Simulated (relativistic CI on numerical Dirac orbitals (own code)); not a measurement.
Method of calculation: Dirac-Coulomb-Breit CI, separate exchange-only KLI orbitals for each configuration, model QED (radiative potential, 1s self-energy scaled to tabulated hydrogen-like ionisation energies), unscaled Slater integrals (own radial code, finite nucleus).

The strongest absorption lines from the ground level of an ion, among the configurations computed and to levels below about 135 eV (vacuum wavelength in nm, gf): 12.158 (0.21), 18.731 (0.016), 20.582 (0.073), 21.527 (2.2), 24.638 (0.047), 26.930 (0.29), 32.034 (0.077), 37.022 (0.22).

(1) Which ion is it?
A. Nb X
B. Tc XII
C. Tc XIV
D. Rh XIV

Results:

(1) B. Tc XII has 32 electrons and the ground level 4s2 4p2 3P_0; the strongest line goes to 4s2 4p 4d 3D°_1. The pattern of lines fixes the number of electrons, and along that sequence the line energies rise steadily with the charge (about as its square where n changes within one kind of shell, about linearly where n is kept but much faster in heavy ions where fine structure, which grows about as Z⁴, sets the gap, and irregularly where shells cross), which fixes Z. Configurations outside the model, such as inner-shell arrays, can give stronger lines. At this charge energies of transitions that change n are usually good to better than 1 %, and those within a shell (Δn = 0) to a few per cent.

LS names give the leading component of a level, which can be under half, so a name can repeat, a term be missing and a line seem to break the LS rules.
